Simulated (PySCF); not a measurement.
Isomers of C5H4O2S, one GFN2-xTB conformer each. Single-point energies are computed at PBE0/pcSseg-1 (PySCF, gas phase, no added dispersion term), electronic only.

| SMILES | GFN2-xTB relative energy (kcal/mol) |
| --- | --- |
| O=COc1cccs1 | 9.5 |
| O=C(O)c1ccsc1 | 0.1 |
| O=C(O)c1cccs1 | 0.0 |
| O=c1ccsc(O)c1 | 20.8 |
| O=COc1ccsc1 | 8.6 |

Conformers: `[O:1]=[CH:2][O:3][c:4]1[cH:5][cH:6][cH:7][s:8]1` with O1–C2–O3–C4 0°, C2–O3–C4–C5 0°; `[O:1]=[C:2]([OH:3])[c:4]1[cH:5][cH:6][s:7][cH:8]1` with O1–C2–O3–H 0°, O1–C2–C4–C5 0°; `[O:1]=[C:2]([OH:3])[c:4]1[cH:5][cH:6][cH:7][s:8]1` with O1–C2–O3–H 0°, O1–C2–C4–C5 0°; `[O:1]=[c:2]1[cH:3][cH:4][s:5][c:6]([OH:7])[cH:8]1` with S5–C6–O7–H 180°; `[O:1]=[CH:2][O:3][c:4]1[cH:5][cH:6][s:7][cH:8]1` with O1–C2–O3–C4 0°, C2–O3–C4–C5 6°.

Task: What does PBE0/pcSseg-1 give for the same structures?

Result: 
| SMILES | PBE0/pcSseg-1 E (Eh) | PBE0/pcSseg-1 (kcal/mol) | GFN2-xTB (kcal/mol) | point group |
| --- | --- | --- | --- | --- |
| O=C(O)c1ccsc1 | -741.01478 | 0.0 | 0.1 | Cs |
| O=C(O)c1cccs1 | -741.01431 | 0.3 | 0.0 | Cs |
| O=COc1ccsc1 | -740.98146 | 20.9 | 8.6 | near Cs |
| O=COc1cccs1 | -740.97787 | 23.2 | 9.5 | Cs |
| O=c1ccsc(O)c1 | -740.97461 | 25.2 | 20.8 | Cs |

GFN2-xTB puts O=C(O)c1cccs1 lowest instead; measured from each level's own lowest isomer, the values differ by up to 13.7 kcal/mol (O=COc1cccs1: 9.5 against 23.2). Neighbours under 2.5 kcal/mol apart (O=C(O)c1ccsc1 and O=C(O)c1cccs1; O=COc1ccsc1 and O=COc1cccs1; O=COc1cccs1 and O=c1ccsc(O)c1) can change places with a better method, another conformer or zero-point energy.

Task: Which frontier levels, dipoles and rotational constants go with these structures?

Result: 
```csv
SMILES,"HOMO (eV, PBE0/pcSseg-1)",LUMO (eV),dipole (D),"A, B, C (MHz)"
O=C(O)c1ccsc1,-7.43,-1.35,1.71,"4516, 1179, 934.7"
O=C(O)c1cccs1,-7.39,-1.69,2.00,"3763, 1450, 1047"
O=COc1ccsc1,-7.02,-0.80,1.43,"5437, 1094, 912.0"
O=COc1cccs1,-6.87,-0.95,1.33,"4256, 1285, 986.9"
O=c1ccsc(O)c1,-7.02,-1.47,3.13,"2915, 1625, 1043"
```
